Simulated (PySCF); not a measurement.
C₄H₉AlO, SMILES C=C[CH2][Al]([CH3])[OH]. Atoms are numbered in the order given.

```xyz
15

Al     0.0509     0.0646     0.6736
C      1.1911    -1.0191    -0.5208
C      0.0454    -0.8981    -1.4474
C     -0.3608     0.2382    -2.0630
H      1.4431    -2.0484    -0.2459
H      2.0778    -0.4455    -0.8274
H     -0.6325    -1.7607    -1.4941
H      0.2577     1.1422    -2.0747
H     -1.2939     0.2679    -2.6297
C      0.3219     1.9863     0.8921
H      1.0327     2.3913     0.1543
H      0.7310     2.2046     1.8933
H     -0.6182     2.5533     0.7974
O     -1.1269    -0.8207     1.5547
H     -1.8306    -0.4214     2.0677
```

Coordinates come from a PBE0-D3(BJ)/def2-SVP optimisation. The values are those of a single conformer.

Computed with HF/pcSseg-1 (PySCF).

GIAO shieldings, no solvent; atoms listed in one row are averaged. δ = σ(ref) − σ: ¹³C against TMS (σ = 192.6 ppm); ¹H against TMS (σ = 31.99 ppm); ¹⁷O against H2O (σ = 333.0 ppm), references at their B3LYP-D3(BJ)/def2-TZVP geometries, non-relativistic.

Computed chemical shifts:
| nucleus | atoms | count | δ (ppm) |
|---|---|---|---|
| ¹³C | C3 | 1 | 154.3 |
| ¹³C | C4 | 1 | 114.9 |
| ¹³C | C2 | 1 | 15.8 |
| ¹³C | C10 | 1 | -12.7 |
| ¹H | H7 | 1 | 7.04 |
| ¹H | H9 | 1 | 5.31 |
| ¹H | H8 | 1 | 5.14 |
| ¹H | H5 | 1 | 1.71 |
| ¹H | H6 | 1 | 1.60 |
| ¹H | H15 | 1 | 1.59 |
| ¹H | H11, H12, H13 | 3 | -0.20 |
| ¹⁷O | O14 | 1 | 14.6 |
